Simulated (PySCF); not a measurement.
**Frontier orbitals and the lowest excitations**

C4H9NSi2.
Atom-mapped SMILES: `[CH3:1][Si:2]1([C:3]#[N:4])[CH2:5][SiH2:6][CH2:7]1` (hydrogens: H8, H9, H10 on C1; H11, H12 on C5; H13, H14 on Si6; H15, H16 on C7)

Geometry (PBE0-D3(BJ)/def2-SVP, Å), atoms numbered from 1 in this order:
```
atom  x, y, z in Å
C1     1.990   -0.936    0.094
Si2    0.537    0.205   -0.167
C3     1.177    1.791   -0.921
N4     1.561    2.782   -1.387
C5    -0.926   -0.468   -1.166
Si6   -2.023   -0.148    0.364
C7    -0.551    0.578    1.339
H8     2.730   -0.476    0.767
H9     1.653   -1.882    0.545
H10    2.484   -1.165   -0.863
H11   -0.834   -1.520   -1.476
H12   -1.189    0.130   -2.052
H13   -3.137    0.818    0.126
H14   -2.575   -1.398    0.969
H15   -0.643    1.648    1.581
H16   -0.275    0.039    2.257
```

Level of theory: TDDFT PBE0/def2-SVPD, vertical, gas phase, core orbitals frozen in the response (PySCF).

Kohn–Sham orbitals with the atoms that hold most of them (Löwdin shares over 4%, at most four atoms; ? is withheld):

| orbital | ε (eV) | atoms |
| --- | --- | --- |
| HOMO-3 | -9.50 | Si6 28%, H14 21%, H13 15%, C5 6% |
| HOMO-2 | -9.13 | C7 28%, C5 28%, Si6 14%, Si2 6% |
| HOMO-1 | -8.74 | ? |
| HOMO | -8.11 | ? |
| LUMO | -0.61 | C3 21%, N4 20%, Si2 15%, Si6 11% |
| LUMO+1 | -0.39 | N4 22%, C3 21%, Si2 15%, C5 7% |
| LUMO+2 | 0.10 | Si6 23%, Si2 13%, C5 9%, C7 8% |

(1) Give the leading atoms of the HOMO-1.

(2) Give the leading atoms of the HOMO.

(3) How does S1 compare with the orbital gap of 7.50 eV?

(4) One configuration dominates each of S1, S2, S3 and S7. Which, and how do the shares of the two leading atoms of either orbital change from the occupied to the empty one?

Answers

(1) C5 (bonded to 2 Si and 2 H) 23%; C7 (bonded to 2 Si and 2 H) 22%; Si2 (bonded to 4 C) 13%; Si6 (bonded to 2 C and 2 H) 12%. By element: carbon 45% or more, silicon 24%.

(2) C7 (bonded to 2 Si and 2 H) 18%; C5 (bonded to 2 Si and 2 H) 18%; Si6 (bonded to 2 C and 2 H) 16%; Si2 (bonded to 4 C) 12%. By element: carbon 37% or more, silicon 28%.

(3) S1 is at 6.15 eV (f = 0.0001), 1.35 eV below the gap, made of HOMO→LUMO (98%). 

(4) 
- S1 (6.15 eV, f 0.0001), HOMO→LUMO (98%): C7 18% → at most 12%, C5 18% → at most 12%, C3 at most 13% → 21%, N4 at most 13% → 20%
- S2 (6.49 eV, f 0.015), HOMO→LUMO+1 (92%): C7 18% → at most 8%, C5 18% → 7%, N4 at most 13% → 22%, C3 at most 13% → 21%
- S3 (6.80 eV, f 0.0008), HOMO-1→LUMO+1 (82%): C5 23% → 7%, C7 22% → at most 8%, N4 at most 12% → 22%, C3 at most 12% → 21%
- S7 (7.37 eV, f 0.015), HOMO-2→LUMO (91%): C7 28% → at most 12%, C5 28% → at most 12%, C3 at most 7% → 21%, N4 at most 7% → 20%

Löwdin shares depend on the basis, the more so with diffuse functions.
